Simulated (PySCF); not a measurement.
**Excitation energy of N²⁺ by level of theory**

N²⁺ [He] 2s2 2p1 (2P) → N²⁺ [He] 2s1 2p2 (4P), as a difference of total energies. All numbers are calculated (PySCF 2.14, scalar relativity by spin-free X2C-1e, in x2c-QZVPPall). Correlated levels: valence: 1s2 frozen; valence and next inner shell: nothing frozen. The calculations carry no spin-orbit coupling.

| method | excitation energy (eV) |
| --- | --- |
| UHF | 5.165 |
| LDA | 6.555 |
| PBE | 6.631 |
| PBE0 | 6.503 |
| r2SCAN | 5.849 |
| LC-wPBE | 6.537 |
| B2PLYP | 6.959 |
| B3LYP | 6.999 |
| B97-3 | 6.901 |
| ROHF | 5.040 |
| MP2 (valence) | 6.442 |
| SCS-MP2 (valence) | 6.920 |
| MP2 (valence and next inner shell) | 6.424 |
| SCS-MP2 (valence and next inner shell) | 6.905 |

How much does correlation contribute at MP2 (valence and next inner shell)?

6.424 − (5.165) = 1.259 eV, measured against UHF.
